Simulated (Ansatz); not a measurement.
One change: `S[SiH2]C1BC1` becomes `ClC1BC1`.

Ansatz, PBE0-D4/def2-TZVP geometries, multiplicity 1. Each molecule was computed in one conformer, which needn't be the lowest.

| property | `S[SiH2]C1BC1` |
| --- | --- |
| size of the dipole moment (B3LYP/def2-TZVPP) / D | 1.69 |
| size of the dipole moment (PBE/def2-TZVPP) / D | 1.61 |
| LUMO energy (PBE0/def2-TZVPP) / eV | -1.62 |
| HOMO energy (PBE0/def2-TZVPP) / eV | -7.31 |
| HOMO–LUMO gap (ωB97M-V/def2-TZVPP) / eV | 9.81 |
| HOMO energy (B3LYP/def2-TZVPP) / eV | -7.06 |

Q: What does the change do to each property? (Estimate.)

A: The calculation gave: 
```csv
property,`ClC1BC1`,shift
size of the dipole moment (B3LYP/def2-TZVPP) / D,1.88,0.19
size of the dipole moment (PBE/def2-TZVPP) / D,1.78,0.17
LUMO energy (PBE0/def2-TZVPP) / eV,-1.93,-0.31
HOMO energy (PBE0/def2-TZVPP) / eV,-7.35,-0.04
HOMO–LUMO gap (ωB97M-V/def2-TZVPP) / eV,9.70,-0.11
HOMO energy (B3LYP/def2-TZVPP) / eV,-7.14,-0.08
```

Dipoles are sizes alone; their direction can turn.

B3LYP here is the variant with VWN-RPA as its local correlation; programs differ in this.
